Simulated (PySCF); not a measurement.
PySCF job for C3H12Si3, SMILES C1[SiH2]C[SiH2]C[SiH2]1, PBE0/pcSseg-1. The structure is a stationary point at PBE0-D3(BJ)/def2-SVP. The values are those of a single conformer.

```python
import numpy as np
from pyscf import gto, scf, dft
from pyscf.prop.nmr import rks as nmr

mol = gto.M(
    atom='''
    C    -1.53905797   -0.88857554   -0.38376181
    Si   -1.57578430    0.90977950    0.17880432
    C     0.00000000    1.77715107   -0.38376181
    Si    1.57578430    0.90977949    0.17880432
    C     1.53905797   -0.88857554   -0.38376182
    Si   -0.00000000   -1.81955899    0.17880432
    H    -1.58209817   -0.91342480   -1.48735440
    H    -2.44050580   -1.40902668   -0.01832865
    H    -2.78371652    1.60717949   -0.36867060
    H    -1.65738919    0.95689410    1.67366403
    H     0.00000000    1.82684961   -1.48735440
    H     0.00000001    2.81805336   -0.01832864
    H     2.78371652    1.60717948   -0.36867060
    H     1.65738920    0.95689409    1.67366402
    H     2.44050581   -1.40902668   -0.01832865
    H     1.58209817   -0.91342480   -1.48735441
    H    -0.00000000   -1.91378820    1.67366402
    H    -0.00000001   -3.21435896   -0.36867060
    ''',
    basis='pcSseg-1',
    charge=0,
    spin=0,
    max_memory=1600,
    verbose=3,
)
mf = dft.RKS(mol, xc='pbe0').density_fit(auxbasis='def2-universal-jkfit')
mf.grids.level = 3
mf.conv_tol = 1e-10
mf.max_cycle = 100
mf.kernel()
n = nmr.NMR(mf)
n.verbose = 2
n.max_cycle_cphf = 60
sigma = n.kernel()
print('atom   isotropic/ppm   span/ppm')
for i, s in enumerate(sigma):
    w = np.linalg.eigvalsh((s + s.T) / 2)
    print(f'{mol.atom_symbol(i):2s}{i + 1:3d} {w.mean():14.3f} {w[2] - w[0]:11.3f}')
```

It prints:

```
converged SCF energy = -989.496241484523
atom   isotropic/ppm   span/ppm
C   1        193.192      22.654
Si  2        389.822      66.443
C   3        193.193      22.648
Si  4        389.822      66.443
C   5        193.192      22.654
Si  6        389.819      66.448
H   7         31.483      10.366
H   8         31.485      14.334
H   9         26.672      10.210
H  10         26.962       7.684
H  11         31.483      10.366
H  12         31.485      14.334
H  13         26.672      10.210
H  14         26.962       7.684
H  15         31.485      14.334
H  16         31.483      10.366
H  17         26.962       7.684
H  18         26.672      10.210
```

The run converged.

Cost: very roughly 2.2 core-minutes.
